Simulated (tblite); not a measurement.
C₂H₁₀Ge₂N₂.
Numbering: `[CH3:1]/[N:2]=[CH:3]/[GeH2:4][NH:5][GeH3:6]` (hydrogens: H7, H8, H9 on C1; H10 on C3; H11, H12 on Ge4; H13 on N5; H14, H15, H16 on Ge6)

Computed with GFN2-xTB (tblite), gas phase: L-BFGS steps from a force-field or distance-geometry start until the largest atomic force falls under 0.01 eV/Å.

Step 2: E = -517.6974 eV
```
atom  x, y, z in Å  |  force x, y, z in eV/Å
C1      3.4571   -0.0595    0.3796   -0.394   0.191  -0.238
N2      2.1299   -0.6155    0.3455   -0.375  -0.005  -0.024
C3      1.1149    0.0435   -0.0063    0.023  -0.231   0.119
Ge4    -0.5880   -0.9546    0.0294    0.146   0.152   0.006
N5     -1.8188   -0.0765    1.1453    0.366   0.576  -1.297
Ge6    -2.9936    0.9356    0.1253   -0.083  -0.104   0.006
H7      3.7240    0.3885   -0.5859   -0.014   0.137   0.190
H8      3.5189    0.6897    1.1759    0.148  -0.065  -0.160
H9      4.1241   -0.8857    0.5755    0.292  -0.109   0.169
H10     1.1482    1.1001   -0.3186    0.087  -0.050   0.016
H11    -1.1464   -1.0400   -1.4071    0.096  -0.058   0.312
H12    -0.4061   -2.3298    0.6038    0.063   0.001  -0.043
H13    -2.2771   -0.7476    1.7153   -0.440  -0.394   0.517
H14    -4.2921    1.0305    0.8850    0.131   0.137   0.025
H15    -2.3953    2.2958   -0.2094   -0.088  -0.367   0.207
H16    -3.3071    0.2347   -1.1971    0.043   0.189   0.196
```

Step 3: E = -517.7354 eV
```
atom  x, y, z in Å  |  force x, y, z in eV/Å
C1      3.4495   -0.0603    0.3760   -0.220   0.015  -0.116
N2      2.1253   -0.6210    0.3476   -0.111  -0.026   0.005
C3      1.1177    0.0413   -0.0044   -0.313  -0.045   0.014
Ge4    -0.5859   -0.9617    0.0330    0.181   0.386  -0.166
N5     -1.8190   -0.0720    1.1219    0.016  -0.065  -0.575
Ge6    -2.9962    0.9374    0.1275   -0.126  -0.155  -0.124
H7      3.7242    0.3922   -0.5787   -0.038   0.157   0.000
H8      3.5236    0.6848    1.1677    0.075   0.063  -0.006
H9      4.1249   -0.8796    0.5783    0.261  -0.138   0.124
H10     1.1493    1.1031   -0.3195    0.103  -0.198   0.060
H11    -1.1441   -1.0410   -1.3996    0.095  -0.073   0.270
H12    -0.4054   -2.3236    0.5999    0.083  -0.186   0.057
H13    -2.2800   -0.7467    1.7188   -0.054   0.163   0.048
H14    -4.2869    1.0336    0.8844    0.055   0.131   0.082
H15    -2.3989    2.2834   -0.2038   -0.027  -0.207   0.168
H16    -3.3060    0.2389   -1.1929    0.019   0.179   0.161
```

Q: Estimate the geometry and energy of step 4. (The exact step hangs on the optimiser's Hessian estimate; all steps are aligned on step 3, rigid shifts and turns removed.)

A: E = -517.7602 eV, largest force 0.404 eV/Å
```
atom  x, y, z in Å  |  force x, y, z in eV/Å
C1      3.4412   -0.0618    0.3721    0.041  -0.122   0.039
N2      2.1206   -0.6255    0.3492   -0.074   0.019  -0.017
C3      1.1141    0.0393   -0.0030   -0.232   0.018   0.003
Ge4    -0.5812   -0.9601    0.0324    0.127   0.270  -0.159
N5     -1.8211   -0.0735    1.0986   -0.136  -0.291  -0.163
Ge6    -3.0004    0.9363    0.1266   -0.139  -0.155  -0.139
H7      3.7237    0.3978   -0.5740   -0.071   0.135  -0.108
H8      3.5282    0.6827    1.1618   -0.001   0.098   0.054
H9      4.1294   -0.8768    0.5823    0.111  -0.043   0.041
H10     1.1519    1.1017   -0.3190    0.093  -0.225   0.066
H11    -1.1408   -1.0430   -1.3896    0.079  -0.074   0.163
H12    -0.4033   -2.3225    0.5982    0.088  -0.172   0.065
H13    -2.2807   -0.7398    1.7193    0.118   0.356  -0.150
H14    -4.2822    1.0381    0.8854   -0.006   0.118   0.122
H15    -2.4019    2.2712   -0.1970    0.027  -0.063   0.126
H16    -3.3049    0.2449   -1.1871   -0.024   0.130   0.056
```

The energy changes by -0.0248 eV. The first-order estimate −F·Δx gives -0.0339 eV and the mean of the old and new forces, exact on a quadratic surface, -0.0248 eV. The step makes an angle of 37° with the force vector and moves no atom by more than 0.023 Å.

The cost below is that of the whole relaxation. On one thread of an Arm Neoverse N1 (shared host), this took 1.4 s.
